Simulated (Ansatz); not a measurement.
One change: `N=[C](F)[GeH3]` becomes `N=[C](S)[GeH3]`.

Ansatz, PBE0-D4/def2-TZVP geometries, multiplicity 1. Each molecule was computed in one conformer, which needn't be the lowest.

Scalar relativity is left out up to krypton.

```json
{"property": "HOMO–LUMO gap (ωB97M-V/def2-TZVPP) / eV", "`N=[C](F)[GeH3]`": "12.09"}
{"property": "LUMO energy (PBE/def2-TZVPP) / eV", "`N=[C](F)[GeH3]`": "-1.65"}
{"property": "HOMO–LUMO gap (B3LYP/def2-TZVPP) / eV", "`N=[C](F)[GeH3]`": "7.10"}
{"property": "HOMO energy (B3LYP/def2-TZVPP) / eV", "`N=[C](F)[GeH3]`": "-7.96"}
{"property": "HOMO energy (ωB97M-V/def2-TZVPP) / eV", "`N=[C](F)[GeH3]`": "-10.49"}
{"property": "size of the dipole moment (PBE/def2-TZVPP) / D", "`N=[C](F)[GeH3]`": "2.73"}
```

Give the same properties after the change, and the shifts. (Best estimate.)

Ansatz gave: 
```tsv
property	`N=[C](S)[GeH3]`	shift
HOMO–LUMO gap (ωB97M-V/def2-TZVPP) / eV	11.11	-0.98
LUMO energy (PBE/def2-TZVPP) / eV	-1.74	-0.09
HOMO–LUMO gap (B3LYP/def2-TZVPP) / eV	6.33	-0.77
HOMO energy (B3LYP/def2-TZVPP) / eV	-7.27	0.69
HOMO energy (ωB97M-V/def2-TZVPP) / eV	-9.66	0.83
size of the dipole moment (PBE/def2-TZVPP) / D	1.47	-1.26
```

With PBE0 the HOMO rises by 0.67 eV and the LUMO falls by 0.12 eV, so the gap narrows by about 0.79 eV. PBE moves the HOMO by 0.56 eV and ωB97M-V by 0.83 eV. Dipoles are sizes alone; their direction can turn.

B3LYP here is the variant with VWN-RPA as its local correlation; programs differ in this.
